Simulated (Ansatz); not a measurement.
The cluster NiCl₂ (the lowest singlet isomer of a short search) was relaxed with PBE0-D4 (def2-TZVP) in Ansatz in these states: neutral quintet, neutral triplet. The geometries follow in no particular order.

A:

Cartesian coordinates in Å:
```
Ni 0.000 -0.001 0.000
Cl -0.679 -0.529 1.869
Cl 0.679 0.530 -1.869
```

B:

Cartesian coordinates in Å:
```
Ni -1.104 0.285 -0.626
Cl 0.437 0.982 1.027
Cl 0.667 -1.267 -0.401
```

Task: Judge from the bond lengths which geometry belongs to which state (an estimate).

Result: A is the neutral triplet (Ni1–Cl3 2.058 Å, Ni1–Cl2 2.058 Å); B is the neutral quintet (Ni1–Cl3 2.366 Å, Ni1–Cl2 2.366 Å).

At PBE0-D4/def2-TZVP a triplet lies 3.79 eV below the neutral quintet. In the quintet, Cl2 and Cl3 lie 2.67 Å apart (atoms count from 1), so these atoms are partly bonded to each other. These are the stationary points nearest to one start from a short search; other shapes may lie lower in each state.
